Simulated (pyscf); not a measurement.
H₃C–GaH–CH₂–CH₂–CH₂–NH₂ → H₃C–CH₂–CH₂–Ga(CH₃)–NH₂, a concerted two-bond exchange (singlet surface; Ga–H, C–N broken, Ga–N, C–H formed). Single points on ωB97X-D3(BJ)/def2-SVP structures (PySCF, gas phase). Energies in eV from the reactant's lowest minimum found.

Small-basis levels: PySCF, no dispersion term, spherical d functions. 

Task: Quick MP2/6-31G*+LANL2DZ single points give ΔE‡ = 3.94 eV and ΔE = -0.44 eV. What does ωB97M-D3(BJ)/def2-TZVP give, and how far is the quick result from it?

Result: ωB97M-D3(BJ)/def2-TZVP gives ΔE‡ = 3.57 eV and ΔE = -0.40 eV. MP2/6-31G*+LANL2DZ lies 0.37 eV over it in the barrier and 0.04 eV under it in the reaction energy, so on this step it does not hold to within 0.13 eV. ωB97M-D3(BJ)/def2-TZVP has limits of its own. What is counted as formed (Ga–N) is already present as a longer contact in the reactant adduct; forming that adduct is a step of its own. H₃C–GaH–CH₂–CH₂–CH₂–NH₂ is closed by a dative Ga–N contact. This is the saddle that the search found; another between the same sides may lie lower. In the def2 sets elements up to Kr have no core potential.
